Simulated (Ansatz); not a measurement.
`[Br][InH2]` + H₂O → `[OH][InH2]` + HBr  (formal hydrolysis of the In–Br bond)

Isolated molecules relaxed with PBE0-D4/def2-TZVP in Ansatz; ΔE leaves out vibrations. CCSD(T)/CBS is the MP2 limit (def2-TZVPP, def2-QZVPP) plus CCSD(T) − MP2 in def2-TZVPP, frozen cores. This one scheme is used for every species. Functionals use def2-TZVPP. def2 core potentials past Kr. For Br, In outer-core shells are correlated without core-valence functions, which leaves a few kJ/mol of doubt a bond. Scalar relativity is left out up to krypton.

`[Br][InH2]`:

Cartesian coordinates in Å:
```
Br 1.949 -0.777 -0.648
In -0.256 0.102 0.085
H -0.132 1.226 1.362
H -1.560 -0.551 -0.799
```

H₂O:

Cartesian coordinates in Å:
```
O -0.387 0.000 -0.044
H 0.271 -0.347 -0.652
H 0.116 0.347 0.696
```

`[OH][InH2]`:

```xyz
5

O     0.765   -1.037   -0.542
In   -0.520    0.312    0.164
H     1.684   -0.790   -0.417
H     0.206    1.692    0.878
H    -2.135   -0.176   -0.083
```

HBr:

```xyz
2

Br   -0.606   -0.120   -0.351
H     0.606    0.120    0.351
```

| species | CAM-B3LYP-D4 energy (Eh) |
| --- | --- |
| `[Br][InH2]` | -2765.63051 |
| H₂O | -76.43873 |
| `[OH][InH2]` | -267.14510 |
| HBr | -2574.88422 |

**Question.** Work out ΔE.

**Answer.** ΔE = (-267.14510) + (-2574.88422) − (-2765.63051) − (-76.43873) = 0.03992 Eh = +1.09 eV. CCSD(T)/CBS gives +1.14 eV.

**Question.** What do rigid-rotor, harmonic-oscillator terms from PBE0-D4/def2-TZVP frequencies (298.15 K, 1 bar) make of the CCSD(T)/CBS value? (An estimate is asked.)

**Answer.** Ansatz gave: ΔZPE = -0.08 eV, ΔH = +1.04 eV, ΔS = -2 J/(mol·K), ΔG = +1.05 eV.

Largest T1 diagnostic among the species: 0.017.

From PBE to PBE0 (25 % exact exchange), in def2-TZVPP and without D4, ΔE moves by +0.13 eV. In def2-TZVPP, CCSD(T) changes the Hartree–Fock value by −0.25 eV (the triples alone add −0.03 eV) and MP2 by −0.23 eV.
